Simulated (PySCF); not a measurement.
Cartesian coordinates in Å; atom numbers follow the order of the lines, from 1:
```xyz
21

C     3.1275   -1.6872    0.8207
C     1.8258   -1.0748    0.6287
C     0.7325   -0.5550    0.4752
Si   -0.9141    0.2159    0.2018
C    -1.9749   -1.0044   -0.7556
C    -2.1170   -2.3681   -0.0862
N    -0.7930    1.7268   -0.6588
Si   -0.8368    3.3482   -0.0326
H     3.9199   -0.9238    0.8679
H     3.3692   -2.3755   -0.0044
H     3.1575   -2.2622    1.7595
H    -1.5151    0.5354    1.5304
H    -2.9605   -0.5302   -0.9057
H    -1.5319   -1.1132   -1.7618
H    -2.7374   -3.0549   -0.6831
H    -2.5859   -2.2835    0.9073
H    -1.1352   -2.8459    0.0576
H    -0.4894    1.6425   -1.6265
H    -1.4258    3.2885    1.3368
H     0.5136    3.9930    0.0562
H    -1.6806    4.2278   -0.9021
```

Geometry: PBE0-D3(BJ)/def2-SVP; GIAO absolute shieldings from PySCF 2.14, gas phase, non-relativistic, averaged over equivalent atoms.

At PBE0/pcSseg-1 (215 basis functions, 2 min wall time (84 s CPU) on 1 thread of an Intel Xeon Platinum 8488C, shared host):
```json
{"atoms": "C2", "σ (ppm)": "73.3"}
{"atoms": "C3", "σ (ppm)": "97.3"}
{"atoms": "C5", "σ (ppm)": "172.1"}
{"atoms": "C6", "σ (ppm)": "176.0"}
{"atoms": "C1", "σ (ppm)": "178.7"}
{"atoms": "Si4", "σ (ppm)": "379.9"}
{"atoms": "Si8", "σ (ppm)": "402.8"}
{"atoms": "N7", "σ (ppm)": "249.9"}
{"atoms": "H19/H20/H21", "σ (ppm)": "26.56"}
{"atoms": "H12", "σ (ppm)": "26.72"}
{"atoms": "H9/H10/H11", "σ (ppm)": "29.33"}
{"atoms": "H15/H16/H17", "σ (ppm)": "30.24"}
{"atoms": "H13", "σ (ppm)": "30.64"}
{"atoms": "H14", "σ (ppm)": "30.76"}
{"atoms": "H18", "σ (ppm)": "31.95"}
```

**Question.** What do these become at KT2/pcSseg-1?

**Answer.** 
```csv
atoms,σ at KT2/pcSseg-1,change
C2,80.9,+7.6
C3,104.2,+6.9
C5,168.6,-3.5
C6,174.0,-2.0
C1,176.7,-2.0
Si4,390.4,+10.5
Si8,411.4,+8.6
N7,244.5,-5.4
H19/H20/H21,26.34,-0.22
H12,26.48,-0.24
H9/H10/H11,29.13,-0.20
H15/H16/H17,30.13,-0.11
H13,30.46,-0.18
H14,30.60,-0.16
H18,31.88,-0.07
```

The largest change is at Si4 (silicon bonded to 2 C, N, H). Cost: 215 basis functions, 2.4 min wall time (110 s CPU) on 1 thread of an Intel Xeon Platinum 8488C, shared host. The order of the carbon signals is the same at both levels.
